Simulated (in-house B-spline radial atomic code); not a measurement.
## Ne⁴⁺: [He] 2s2 2p2

All numbers are computed (non-relativistic HSE06, spin-polarised, spherical fractional occupations; point nucleus) with a radial B-spline atomic code at the basis-set limit, not measured.

Z_r = [3n² - l(l+1)]/(2<r>); Z_e = n√(-2ε); the last column is Slater's effective charge. Values are occupation-weighted means over spin.

```
shell  electrons   ε (eV)  <r> (bohr)   Z_r   Z_e  Slater
   1s          2  -966.48      0.1576  9.52  8.43    9.70
   2s          2  -133.48       0.766  7.83  6.26    7.25
   2p          2   -113.3       0.704  7.10  5.77    7.25
```

The least bound orbital is 2p up at -113.3 eV, while the most diffuse is 2s down (<r> = 0.7732 bohr against 0.704 bohr): energy order and size order differ.

The density falls to 0.001 bohr⁻³ at 2.005 bohr; Σ<r²> = 2.6705 bohr² gives, by the non-relativistic formula and without the paramagnetism of open shells, a Langevin diamagnetic susceptibility of -2.115×10⁻⁶ cm³/mol.

Caution: exact exchange at fractional occupations of open shells leaves self-interaction of up to several eV.
